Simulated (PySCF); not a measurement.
PySCF input for (1S)-1-cyclopropylethanol (C₅H₁₀O), SMILES C1C([C@H](C)O)C1, PBE-D3(BJ)/def2-SVP. The structure is a stationary point at PBE-D3(BJ)/def2-SVP. One conformer was computed; it need not be the lowest.

```python
import numpy as np
from pyscf import gto, scf, dft, df
from pyscf.hessian import thermo

mol = gto.M(
    atom='''
    C     1.46215452   -0.26197883    0.92014222
    C     0.59591163   -0.71086068   -0.25919436
    O     1.22397227   -0.40489746   -1.50461742
    C    -0.83122825   -0.17764074   -0.26367326
    C    -1.60898243    0.17837552    0.97889328
    C    -1.14029626    1.27429758    0.04925103
    H     2.48350886   -0.66908990    0.79286331
    H     1.06621086   -0.61689936    1.89291096
    H     1.54782835    0.84444677    0.96504816
    H     0.54030489   -1.82210156   -0.24061451
    H     1.11907112    0.55857467   -1.62474255
    H    -1.41890263   -0.61016673   -1.09119248
    H    -2.68195491   -0.06685496    1.00600996
    H    -1.10484532    0.09058011    1.95378068
    H    -0.32415385    1.92414555    0.40502360
    H    -1.88420082    1.79338781   -0.57466121
    ''',
    basis='def2-SVP',
    charge=0,
    spin=0,
    max_memory=1600,
    verbose=3,
)
mf = dft.RKS(mol, xc='pbe').density_fit(auxbasis='def2-universal-jkfit')
mf.disp = 'd3bj'
mf.grids.level = 3
mf.conv_tol = 1e-11
mf.max_cycle = 100
mf.kernel()

# [left out here: the lines that compute and print the analytic Hessian (its translational invariance restored by hand, since the grid's response is missing), thermochemistry and intensities]
```

Program output:

```
[...]
      13   H                -0.07 -0.03  0.03    0.11  0.11 -0.05    0.14  0.07 -0.07
      14   H                -0.03  0.07 -0.04    0.02 -0.09  0.12    0.05 -0.12  0.09
      15   H                 0.05  0.06 -0.01   -0.05 -0.22 -0.07   -0.07 -0.17 -0.03
Mode                                27                  28                  29
Irrep
Freq [cm^-1]                     1366.8954           1381.1919           1418.2445
Reduced mass [au]                   1.2339              1.0883              1.1137
Force const [Dyne/A]                1.3583              1.2232              1.3198
Char temp [K]                    1966.6582           1987.2276           2040.5380
Normal mode                   x     y     z       x     y     z       x     y     z
       0   C                -0.01 -0.02 -0.04   -0.01 -0.01 -0.00   -0.01  0.03  0.02
       1   C                -0.01  0.07  0.06    0.01 -0.01  0.01   -0.06  0.04  0.00
       2   O                 0.01 -0.05 -0.01   -0.00  0.00  0.00    0.01 -0.02 -0.01
       3   C                 0.04 -0.02 -0.01    0.00  0.01 -0.01    0.04 -0.01 -0.01
       4   C                -0.01 -0.00 -0.00    0.02  0.02 -0.04   -0.00  0.00 -0.01
       5   C                -0.00 -0.01 -0.00    0.01  0.05 -0.02   -0.00  0.01 -0.01
       6   H                 0.01  0.01  0.02    0.05  0.15 -0.10    0.03  0.00  0.39
       7   H                 0.02  0.23  0.06   -0.11  0.10 -0.01    0.24 -0.55 -0.09
       8   H                -0.03 -0.02  0.26    0.12 -0.02  0.09    0.12  0.03 -0.49
       9   H                 0.16  0.06 -0.60   -0.02 -0.01 -0.05    0.18  0.03 -0.08
      10   H                -0.22 -0.01  0.37    0.01 -0.00 -0.02   -0.08 -0.00  0.16
      11   H                -0.16  0.12  0.06   -0.02 -0.01  0.01   -0.05  0.04  0.03
      12   H                -0.01  0.01  0.09    0.05 -0.09  0.44   -0.00 -0.01  0.13
      13   H                -0.05 -0.03  0.02   -0.40 -0.13  0.17   -0.10 -0.04  0.04
      14   H                -0.04  0.08 -0.08    0.20 -0.34  0.23    0.03 -0.04  0.00
      15   H                 0.05  0.13  0.04   -0.25 -0.38 -0.05   -0.04 -0.02  0.01
Mode                                30                  31                  32
Irrep
Freq [cm^-1]                     1419.6758           1448.3095           2967.9705
Reduced mass [au]                   1.0555              1.7316              1.0530
Force const [Dyne/A]                1.2533              2.1401              5.4649
Char temp [K]                    2042.5974           2083.7949           4270.2488
Normal mode                   x     y     z       x     y     z       x     y     z
       0   C                -0.03 -0.03  0.02   -0.01  0.00  0.01   -0.02 -0.03 -0.03
       1   C                -0.02 -0.01  0.03    0.01 -0.02 -0.02    0.00  0.04  0.00
       2   O                 0.00  0.00 -0.00    0.00  0.00  0.00    0.00 -0.00 -0.00
       3   C                 0.02 -0.01 -0.01   -0.07  0.07  0.05   -0.00 -0.00 -0.00
       4   C                -0.01 -0.01  0.01    0.06  0.02 -0.09    0.00 -0.00  0.00
       5   C                -0.00 -0.01  0.00   -0.00 -0.10  0.02    0.00  0.00  0.00
       6   H                 0.21  0.59 -0.15    0.00  0.02 -0.01    0.31 -0.14 -0.05
       7   H                -0.31 -0.06 -0.12    0.01 -0.02  0.01   -0.16 -0.14  0.37
       8   H                 0.58 -0.06 -0.08    0.04 -0.00 -0.01    0.04  0.62  0.02
       9   H                -0.02 -0.02 -0.06    0.09 -0.02  0.03   -0.03 -0.51  0.00
      10   H                 0.03  0.00 -0.04   -0.01 -0.00 -0.00   -0.00  0.01  0.00
      11   H                -0.04  0.04  0.01    0.17 -0.10 -0.02    0.01  0.01  0.02
      12   H                -0.02  0.03 -0.09    0.09 -0.07  0.32    0.00  0.00  0.00
      13   H                 0.09  0.01 -0.04   -0.34 -0.07  0.11   -0.00  0.00 -0.01
      14   H                -0.06  0.10 -0.06   -0.20  0.25 -0.16   -0.01 -0.01 -0.01
      15   H                 0.07  0.12  0.01    0.22  0.25  0.05    0.00 -0.00  0.00
Mode                                33                  34                  35
Irrep
Freq [cm^-1]                     2972.1742           3055.7496           3059.0741
Reduced mass [au]                   1.0705              1.0933              1.0610
Force const [Dyne/A]                5.5715              6.0149              5.8499
Char temp [K]                    4276.2969           4396.5433           4401.3265
Normal mode                   x     y     z       x     y     z       x     y     z
       0   C                -0.01 -0.01 -0.02    0.00  0.07 -0.04    0.00 -0.03  0.01
       1   C                -0.00 -0.07  0.00    0.00  0.01 -0.00   -0.00 -0.00  0.00
       2   O                -0.00  0.00  0.00   -0.00 -0.00  0.00    0.00  0.00 -0.00
       3   C                 0.00  0.00  0.00   -0.00 -0.00 -0.00   -0.00  0.00 -0.00
       4   C                 0.00  0.00  0.00   -0.00 -0.00  0.01   -0.00 -0.00  0.00
       5   C                -0.00  0.00  0.00   -0.00 -0.02  0.00   -0.01 -0.06  0.01
       6   H                 0.26 -0.11 -0.04    0.23 -0.08 -0.04   -0.10  0.04  0.02
       7   H                -0.13 -0.11  0.30   -0.21 -0.18  0.50    0.08  0.07 -0.20
       8   H                 0.02  0.31  0.01   -0.04 -0.60 -0.03    0.02  0.26  0.01
       9   H                 0.04  0.80 -0.01   -0.01 -0.10  0.00    0.00  0.03  0.00
      10   H                 0.00 -0.01 -0.00    0.00  0.00  0.00   -0.00  0.00 -0.00
      11   H                -0.02 -0.01 -0.02    0.01  0.01  0.01    0.02  0.02  0.03
      12   H                -0.00 -0.00 -0.00    0.12  0.03  0.00    0.09  0.02 -0.00
      13   H                -0.00 -0.00 -0.00   -0.07  0.01 -0.12   -0.04  0.01 -0.08
      14   H                 0.00  0.00 -0.00    0.20  0.15  0.09    0.50  0.38  0.22
      15   H                -0.00  0.00 -0.00   -0.15  0.10 -0.12   -0.40  0.26 -0.33
Mode                                36                  37                  38
Irrep
Freq [cm^-1]                     3065.8677           3078.9202           3080.2783
Reduced mass [au]                   1.0585              1.1013              1.0918
Force const [Dyne/A]                5.8619              6.1513              6.1037
Char temp [K]                    4411.1010           4429.8807           4431.8347
Normal mode                   x     y     z       x     y     z       x     y     z
       0   C                -0.00  0.01 -0.00    0.07 -0.02 -0.04    0.02 -0.01 -0.01
       1   C                -0.00  0.00 -0.00    0.00 -0.00 -0.00    0.00 -0.00 -0.00
       2   O                 0.00 -0.00  0.00   -0.00 -0.00  0.00   -0.00  0.00  0.00
       3   C                -0.01 -0.00 -0.01    0.01  0.01  0.02   -0.04 -0.03 -0.06
       4   C                 0.03  0.02 -0.05    0.00  0.00 -0.00    0.00 -0.00  0.01
       5   C                -0.00 -0.01  0.00   -0.00 -0.00 -0.00    0.01  0.01  0.00
       6   H                 0.07 -0.03 -0.01   -0.70  0.29  0.09   -0.23  0.09  0.03
       7   H                -0.02 -0.02  0.06   -0.16 -0.16  0.41   -0.05 -0.05  0.12
       8   H                -0.01 -0.09 -0.00    0.02  0.11 -0.00    0.01  0.04 -0.00
       9   H                 0.00 -0.01  0.00   -0.00  0.01  0.00   -0.00  0.05  0.00
      10   H                -0.00  0.00  0.00    0.00  0.00 -0.00   -0.00 -0.00 -0.00
      11   H                 0.06  0.05  0.09   -0.15 -0.11 -0.21    0.49  0.35  0.67
      12   H                -0.65 -0.15 -0.00   -0.05 -0.01  0.00    0.02  0.00  0.00
      13   H                 0.32 -0.05  0.57    0.03 -0.00  0.05   -0.05  0.01 -0.08
      14   H                 0.10  0.08  0.05    0.01  0.01  0.01   -0.06 -0.04 -0.02
      15   H                -0.08  0.05 -0.07    0.00 -0.00  0.00    0.00 -0.00 -0.00
Mode                                39                  40                  41
Irrep
Freq [cm^-1]                     3147.1520           3159.1568           3673.7309
Reduced mass [au]                   1.1193              1.1167              1.0657
Force const [Dyne/A]                6.5319              6.5666              8.4741
Char temp [K]                    4528.0511           4545.3232           5285.6808
Normal mode                   x     y     z       x     y     z       x     y     z
       0   C                -0.00 -0.00  0.00   -0.00 -0.00  0.00   -0.00 -0.00  0.00
       1   C                -0.00 -0.00  0.00    0.00  0.00  0.00   -0.00  0.00  0.00
       2   O                -0.00 -0.00  0.00   -0.00  0.00 -0.00   -0.01  0.06 -0.01
       3   C                -0.00 -0.00 -0.00    0.00  0.00  0.00   -0.00 -0.00  0.00
       4   C                 0.04  0.00  0.02    0.07  0.01  0.04   -0.00 -0.00 -0.00
       5   C                -0.07 -0.00 -0.04    0.04  0.00  0.02    0.00  0.00 -0.00
       6   H                 0.00 -0.00  0.00    0.01 -0.00 -0.00   -0.00  0.00 -0.00
       7   H                 0.00  0.00 -0.01    0.01  0.00 -0.01   -0.00 -0.00  0.00
       8   H                 0.00  0.01  0.00   -0.00 -0.00 -0.00   -0.00  0.00 -0.00
       9   H                 0.00  0.00 -0.00   -0.00 -0.00 -0.00    0.00 -0.01 -0.00
      10   H                -0.00  0.00 -0.00    0.00 -0.00  0.00    0.10 -0.95  0.13
      11   H                 0.01  0.01  0.01   -0.03 -0.03 -0.05    0.00  0.00 -0.00
      12   H                -0.31 -0.07  0.01   -0.56 -0.13  0.01   -0.00  0.00  0.00
      13   H                -0.15  0.02 -0.29   -0.27  0.05 -0.51    0.00  0.00 -0.00
      14   H                 0.39  0.31  0.17   -0.22 -0.18 -0.09    0.00  0.00  0.00
      15   H                 0.43 -0.29  0.35   -0.23  0.16 -0.20    0.00  0.00 -0.00
temperature 298.1500 [K]
pressure 101325.00 [Pa]
Rotational constants [GHz] 5.72996 2.67281 2.25527
Symmetry number 1
Zero-point energy (ZPE) 0.13850 [Eh]   363643.960 [J/mol]
                           tot       elec      trans        rot        vib
Entropy [J/mol/K]       338.561      0.000    164.318    111.437     62.805
Cv [J/mol/K]            109.898      0.000     12.472     12.472     84.954
Cp [J/mol/K]            118.212      0.000     20.786     12.472     84.954
Internal energy [J/mol]                      3718.434   3718.434 374624.615
Internal energy [Eh]   -271.05361  -271.19913
Enthalpy [J/mol]                             6197.391   3718.434 374624.615
Enthalpy [Eh]          -271.05266
Gibbs free energy [J/mol]                  -42794.163 -29506.456 355899.236
Gibbs free energy [Eh] -271.09111
mode   freq/cm-1   IR/(km/mol)
   1       68.47         1.940
   2      230.56         2.068
   3      246.52         2.406
   4      260.26         2.093
   5      328.25        73.762
   6      407.54        20.804
   7      444.40        13.955
   8      543.46         3.718
   9      724.55         5.587
  10      767.73         1.487
  11      810.74         7.154
  12      873.31         1.097
  13      912.80        13.589
  14      936.95        11.285
  15      995.67         3.254
  16     1002.55         6.638
  17     1021.96        32.068
  18     1028.82        16.713
  19     1080.32        73.353
  20     1094.66        22.573
  21     1140.16         0.329
  22     1142.79         4.289
  23     1206.66         1.609
  24     1242.64         7.697
  25     1309.82         4.317
  26     1334.60        15.586
  27     1345.94        16.712
  28     1366.90        52.874
  29     1381.19         1.281
  30     1418.24        10.696
  31     1419.68         6.095
  32     1448.31         1.553
  33     2967.97         7.747
  34     2972.17        33.405
  35     3055.75         9.507
  36     3059.07        22.854
  37     3065.87        11.248
  38     3078.92        13.144
  39     3080.28         8.885
  40     3147.15         1.350
  41     3159.16        11.115
  42     3673.73        10.024
max |gradient| / (hartree/bohr): 2.5556085382826417e-05
APT charges: [-0.0489  0.5451 -0.6009 -0.0104 -0.0219 -0.0369  0.0054 -0.0026 -0.0087
 -0.0677  0.2351 -0.0181  0.0013  0.0136  0.0127  0.0028]
```

The run converged.

Cost: about 4 core-minutes (a rough figure).
